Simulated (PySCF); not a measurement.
Several molecules and their computed UV-vis stick spectra, shuffled. Level of theory: PySCF 2.14.0, density-fitted response routines, TDDFT B3LYP/def2-SVPD, vertical, gas phase, core orbitals frozen in the response. Geometries: GFN2-xTB; one conformer of each isolated species. Triplets are in the Tamm–Dancoff approximation.

A. `N#C[SiH2][SiH2]CCl`
B. `N#C[C@@]1(F)C(F)=C1Cl`
C. `O[Si@@H]1COC[SiH2]O1`
D. `Fc1ccc(F)cc1`
E. `O=COC[SiH2][SiH2]O`

Lowest singlet levels (six at most, fewer where fewer were computed) with oscillator strengths:

1. 201 nm (f 0.009); 193 nm (f 0.003); 188 nm (f 0.003); 186 nm (f 0.001); 182 nm (f 0.014); 180 nm (f 0.035); T1 5.79 eV
2. 218 nm (f 0.007); 201 nm (f 0.022); 194 nm (f 0.000); 191 nm (f 0.001); 182 nm (f 0.002); 181 nm (f 0.013); T1 5.30 eV
3. 238 nm (f 0.035); 203 nm (f 0.007); 182 nm (f 0.000); 175 nm (f 0.539); 173 nm (f 0.000); 171 nm (f 0.528); T1 4.18 eV
4. 232 nm (f 0.004); 210 nm (f 0.012); 206 nm (f 0.023); 189 nm (f 0.004); 186 nm (f 0.040); 181 nm (f 0.006); T1 5.01 eV
5. 193 nm (f 0.022); 187 nm (f 0.020); 184 nm (f 0.019); 177 nm (f 0.007); 173 nm (f 0.009); 171 nm (f 0.010); T1 4.86 eV

Problem. Which spectrum belongs to which structure?

Solution. 1 = A, 2 = E, 3 = D, 4 = C, 5 = B.
- A: S1 at 6.17 eV, HOMO→LUMO (96%); Löwdin shares by element: HOMO chlorine 62%, carbon 19% or more, silicon 11% or more; LUMO silicon 45%, carbon 14% or more, nitrogen 12% (atoms not listed hold the other 29%); HOMO -8.22 and LUMO -1.19 eV.
- B: S1 at 6.42 eV, HOMO→LUMO (64%), HOMO→LUMO+1 (26%); Löwdin shares by element: HOMO carbon 46% or more, chlorine 28%, fluorine 10% or more (atoms not listed hold the other 16%); LUMO carbon 50% or more, chlorine 14%, nitrogen 10% (atoms not listed hold the other 25%); HOMO -8.72 and LUMO -1.45 eV.
- C: S1 at 5.36 eV, HOMO→LUMO (95%); Löwdin shares by element: HOMO oxygen 42% or more, carbon 24%, silicon 8% or more (atoms not listed hold the other 26%); LUMO silicon 36%, oxygen 10% or more, hydrogen 8% or more (atoms not listed hold the other 45%); HOMO -6.53 and LUMO -0.21 eV.
- D: S1 at 5.21 eV, HOMO→LUMO (80%), HOMO-1→LUMO+1 (19%); Löwdin shares by element: HOMO carbon 39% or more, fluorine 21% (atoms not listed hold the other 40%); LUMO carbon 75% or more (atoms not listed hold the other 25%); HOMO -7.06 and LUMO -1.10 eV; point group D2h, 2 of its 6 listed states under f = 0.0005.
- E: S1 at 5.69 eV, HOMO→LUMO (70%), HOMO→LUMO+1 (12%); Löwdin shares by element: HOMO silicon 44%, oxygen 17% or more, hydrogen 12% or more (atoms not listed hold the other 27%); LUMO oxygen 26% or more, carbon 22% or more, silicon 14% or more (atoms not listed hold the other 37%); HOMO -7.70 and LUMO -0.83 eV.
C and D have S1 within 0.15 eV of each other; their strongest listed levels stand at 6.67 eV (f 0.040) and 7.07 eV (f 0.539).
